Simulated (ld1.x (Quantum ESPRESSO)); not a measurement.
What one change does to a pseudopotential (Sc (Z = 21), TM)

```json
{
 "Element": "scandium",
 "Generator": "ld1.x (Quantum ESPRESSO) 7.5",
 "Type": "norm-conserving Troullier–Martins (Kleinman–Bylander form)",
 "Functional": "LDA (PZ)",
 "Relativity": "fully relativistic",
 "Frozen core": "[Ne]",
 "Valence charge": "11",
 "Reference configuration": "3s2 3p6 3d1 4s2 4p0",
 "Partial waves": "3s (bound): rc 1.05 bohr; 3p (bound): rc 1.65 bohr; 3d (bound): rc 2.70 bohr",
 "Local potential": "all-electron potential smoothed inside 0.80 bohr (lloc = -2)",
 "Core correction": "none"
}
```

Open shells are filled in proportion to 2j + 1 (rel_dist='average').

Occupied shells without a wave of their own: 4s. They enter only through the test configuration that unscreens the potential.

All-electron outer shells of the reference configuration (LDA (PZ), scalar-relativistic, ld1.x):

```json
{"shell": "2s", "level (eV)": "-472.96", "outermost node (bohr)": "0.10", "outermost maximum (bohr)": "0.28"}
{"shell": "2p", "level (eV)": "-388.03", "outermost node (bohr)": "–", "outermost maximum (bohr)": "0.23"}
{"shell": "3s", "level (eV)": "-54.71", "outermost node (bohr)": "0.42", "outermost maximum (bohr)": "0.92"}
{"shell": "3p", "level (eV)": "-33.56", "outermost node (bohr)": "0.39", "outermost maximum (bohr)": "0.97"}
{"shell": "4s", "level (eV)": "-4.30", "outermost node (bohr)": "1.33", "outermost maximum (bohr)": "3.06"}
{"shell": "3d", "level (eV)": "-3.42", "outermost node (bohr)": "–", "outermost maximum (bohr)": "1.10"}
{"shell": "4p", "level (eV)": "-1.52", "outermost node (bohr)": "1.49", "outermost maximum (bohr)": "4.03"}
```

Change: all radii scaled by about 1.13 (s 1.18, p 1.86, d 3.04 bohr); local potential all-electron potential smoothed inside 0.90 bohr (lloc = -2).

Cutoffs: the cutoffs (Ry, on a coarse ladder) from which the occupation-weighted sum of valence levels, in a spherical-Bessel basis at the reference potential, stays within 10 and 1 mRy of its value at 400 Ry; they do not see the model core or the augmentation charge, which bear on the density cutoff. Errors are all-electron minus pseudo energies relative to the spin-unpolarised reference configuration.

Task: What does the change do?

Result: Of the 7 tests that both files solve, the error grows in 2 and shrinks in 1 by more than 15 % and 0.3 meV (median size 90.8 → 72.5 meV); neither file shows a bound ghost.

```tsv
quantity	base	changed
bound ghosts	none	none
largest miss of a reference level, eV	0.07	0.07
error for 3s2 3p6 3d1 4s1 4p0, meV [ΔE 7.07 eV]	-100	-102
error for 3s2 3p6 3d1 4s0 4p0, meV [ΔE 20.03 eV]	-273	-282
error for 3s2 3p6 3d0 4s0 4p0, meV [ΔE 45.12 eV]	-143	-18
error for 3s2 3p6 3d2 4s1 4p0, meV [ΔE 1.62 eV]	+0.1	+27
error for 3s2 3p6 3d1 4s1 4p1, meV [ΔE 2.84 eV]	-67	-73
error for 3s2 3p5 3d1 4s2 4p0, meV [ΔE 40.15 eV]	-91	-132
error for 3s2 3p6 3d1 4s1.5 4p0, meV [ΔE 2.82 eV]	-43	-44
```

Base: The 4s level has no wave, so the channel is fitted at the deeper level alone: the likely source of the large errors. Changed file: The 4s level has no wave, so the channel is fitted at the deeper level alone: the likely source of the large errors.
